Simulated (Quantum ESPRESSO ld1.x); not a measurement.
Results of a calculation; reference values are marked as such.
Task: The table gives one normalised radial function P(r) = r R(r) of Kr2+ in [Ar] 3d10 4s2 4p4 (r in bohr). Code: ld1.x of Quantum ESPRESSO 7.5. Model: non-relativistic Kohn-Sham, LDA (Slater exchange, Perdew-Zunger correlation), spin-polarised, spherical densities, point nucleus; open shells are filled with parallel spins first.

r,P
0.00208,0.0007
0.002708,0.0012
0.003526,0.0020
0.004592,0.0033
0.005979,0.0054
0.007785,0.0089
0.01014,0.0145
0.0132,0.0232
0.01719,0.0366
0.02238,0.0565
0.02914,0.0848
0.03795,0.1224
0.04981,0.1693
0.06486,0.2160
0.08446,0.2492
0.11,0.2456
0.1432,0.1789
0.1865,0.0354
0.2428,-0.1634
0.3162,-0.3455
0.4117,-0.4070
0.5361,-0.2709
0.698,0.0509
0.9089,0.4455
1.193,0.7554
1.553,0.8377
2.023,0.6973
2.634,0.4392
3.43,0.2013
4.466,0.0625
5.815,0.0119

Which n and l does it have? It may be an empty orbital.

Result: n = 4, l = 1: the number of nodes gives n - l - 1 = 2, the rise at small r (about r^(l+1)) gives l, and the extent must fit the shell. The curve is that of 4p down; the table hardly tells the two spins apart. 4p down: eigenvalue -30.183 eV, 2 radial nodes at r = 0.196, 0.674 bohr, <r> = 1.75 bohr, 90 % of the charge inside 2.62 bohr.
